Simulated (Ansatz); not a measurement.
`C[CH]1[NH][AlH]1` + H₂ → `[CH2]1[NH][AlH]1` + CH₄ at 400 K and 1 bar (hydrogenolysis of a C–C bond).

Gas-phase electronic energies from Ansatz, PBE0-D4/def2-TZVP geometries. CBS: MP2 limit from def2 TZ/QZ plus the TZ coupled-cluster correction, frozen cores. This one scheme is used for every species.

```csv
species,CCSD(T)/CBS energy (Eh),H − E (kJ/mol),S (J/(mol·K))
`C[CH]1[NH][AlH]1`,-376.38471,226.4,331.3
H₂,-1.17544,38.0,139.0
`[CH2]1[NH][AlH]1`,-337.12157,146.5,291.6
CH₄,-40.46206,131.3,197.2
```

H − E and S are ideal-gas, rigid-rotor, harmonic terms from PBE0-D4/def2-TZVP, for one conformer and one mirror image of each species. The MP2-based limit puts H₂ 0.8 mEh under its directly extrapolated value; such offsets cancel only in part. 1 Eh = 2625.50 kJ/mol, R = 8.31446 J/(mol·K).

Question: By hand: ΔE, ΔH, ΔS and ΔG.

Answer: ΔE = (-337.12157) + (-40.46206) − (-376.38471) − (-1.17544) = -0.02348 Eh = -61.6 kJ/mol. Δ(H − E) = 146.5 + 131.3 − 226.4 − 38.0 = 13.4, so ΔH = -48.2 kJ/mol. ΔS = 291.6 + 197.2 − 331.3 − 139.0 = 18.5 J/(mol·K). ΔG = -48.2 − 400 × (18.5)/1000 = -55.6 kJ/mol.

Question: By hand: the equilibrium constant, and the temperature at which ΔG would vanish if ΔH and ΔS stayed fixed.

Answer: log₁₀ K = −ΔG/(RT ln 10) = 7.3. ΔH and −TΔS have one sign here, so there is no such temperature.

ΔH outweighs TΔS. A doubt of 5 kJ/mol in ΔE shifts log₁₀ K by 0.7 here. Other conformers and mirror images would add mixing entropy, several J/(mol·K) or more a flexible species. These are equilibria of isolated gas molecules and say nothing of rates. Largest T1 diagnostic: 0.015 (customary marks: 0.02 for closed shells, 0.045 for open ones).
